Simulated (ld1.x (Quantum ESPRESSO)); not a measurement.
neodymium: variants of one RRKJ potential

Base potential:

ld1.x (Quantum ESPRESSO) 7.5 input, shortened:

```
&input
   title='Nd', zed=60., rel=1, dft='PZ', iswitch=3,
   config='[Xe] 4f4 5d0 6s0 6p0'
 /
 &inputp
   pseudotype=2, tm=.false., rho0=0.02, lloc=-1, rcloc=1.70,
   nlcc=.true., new_core_ps=.true., rcore=1.00
 /
4
5S  1  0   2.00   0.00  1.60  1.60  0.0
5P  2  1   6.00   0.00  2.50  2.50  0.0
5D  3  2   0.00   0.00  2.85  2.85  0.0
4F  4  3   4.00   0.00  1.10  1.10  0.0
 &test
   configts(1)='4f4 5s2 5p6 5d0 6s0 6p0'
 /
```

Cutoffs, loose and tight: the cutoffs (Ry, on a coarse ladder) from which the occupation-weighted sum of valence levels, in a spherical-Bessel basis at the reference potential, stays within 10 and 1 mRy of its value at 400 Ry. They do not see the model core or the augmentation charge, which bear on the density cutoff. Test errors are all-electron minus pseudo excitation energies from the reference, over the configurations 4f4 5s2 5p6 5d0 6s2 6p0; 4f4 5s2 5p6 5d0 6s1 6p0; 4f3 5s2 5p6 5d0 6s0 6p0; 4f4 5s2 5p6 5d0 6s0 6p2; 4f4 5s2 5p6 5d0 6s1 6p1; 4f3 5s2 5p6 5d0 6s2 6p0; 4f4 5s1 5p6 5d0 6s2 6p0 (two spin-polarised tests are not counted in the largest error). A dash means not determined; rows that change the core or the reference have their own tests.

```tsv
change	outcome	cutoff, loose	cutoff, tight	bound ghosts	largest test error (meV)
base	generated	180 Ry	230 Ry	none	+1197
wave 4f (bound): rc 1.10 bohr becomes 4f (bound): rc 0.72 bohr	generated	over 300 Ry	over 300 Ry	none	+1161
wave 4f (bound): rc 1.10 bohr becomes 4f (bound): rc 0.88 bohr	generated	260 Ry	over 300 Ry	none	+1168
wave 4f (bound): rc 1.10 bohr becomes 4f (bound): rc 1.18 bohr	generated	160 Ry	230 Ry	none	+1210
wave 4f (bound): rc 1.10 bohr becomes 4f (bound): rc 1.52 bohr	generated	100 Ry	140 Ry	none	+1337
```

Task: What comes out with this change to the base: wave 4f (bound): rc 1.10 bohr becomes 4f (bound): rc 1.34 bohr?

Result: outcome: generated; cutoff, loose: 120 Ry; cutoff, tight: 180 Ry; bound ghosts: none; largest test error (meV): +1254.

Task: What comes out with this change to the base: wave 4f (bound): rc 1.10 bohr becomes 4f (bound): rc 1.64 bohr?

Result: outcome: generated; cutoff, loose: 80 Ry; cutoff, tight: 120 Ry; bound ghosts: none; largest test error (meV): +1392.

Task: What comes out with this change to the base: wave 4f (bound): rc 1.10 bohr becomes 4f (bound): rc 1.02 bohr?

Result: outcome: generated; cutoff, loose: 200 Ry; cutoff, tight: 260 Ry; bound ghosts: none; largest test error (meV): +1184.

Reading the sweep of the f radius (base included, trends over the rows without a ghost): The loose cutoff falls from 260 Ry at 0.88 to 80 Ry at 1.64 bohr. A larger radius leaves more room for a smooth pseudo-wave, so fewer plane waves are needed; a smaller one forces it to follow the all-electron wave where it bends sharply. The median size of the test errors (rows with all tests solved) rises from 233.7 meV at 0.72 to 319.7 meV at 1.64 bohr. More of the atom is replaced by a form fitted at one configuration, so other configurations suffer as the radius grows.
